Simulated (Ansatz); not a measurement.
Consider the formal exchange of groups at the Si–C bond: `O=C[SiH]1N[SiH2]1` + `Clc1ccc[nH]1` → `Cl[SiH]1N[SiH2]1` + `O=Cc1ccc[nH]1`.

Calculated with Ansatz (gas phase, PBE0-D4/def2-TZVP geometries, no zero-point term in ΔE). CCSD(T)/CBS is the MP2 limit (def2-TZVPP, def2-QZVPP) plus CCSD(T) − MP2 in def2-TZVPP, frozen cores. Functionals use def2-TZVPP. One conformer a species, not always the lowest.

```json
{"level": "ωB97M-V", "ΔE (kcal/mol)": "-51.3"}
{"level": "CCSD(T)/def2-TZVPP", "ΔE (kcal/mol)": "-51.1"}
{"level": "SCS-MP2/def2-QZVPP", "ΔE (kcal/mol)": "-52.1"}
{"level": "HF/CBS(def2)", "ΔE (kcal/mol)": "-54.3"}
```

Question: What does CCSD(T)/CBS give? (An estimate is asked.)

Answer: Ansatz gave: -51.4 kcal/mol. The listed levels differ from it by 0.1, 0.3, -0.7, -2.9 kcal/mol.

Largest T1 diagnostic among the species: 0.015.

From PBE to PBE0 (25 % exact exchange), in def2-TZVPP and without D4, ΔE moves by −1.5 kcal/mol. In def2-TZVPP, CCSD(T) changes the Hartree–Fock value by +3.3 kcal/mol (the triples alone add +0.1 kcal/mol) and MP2 by +1.0 kcal/mol.
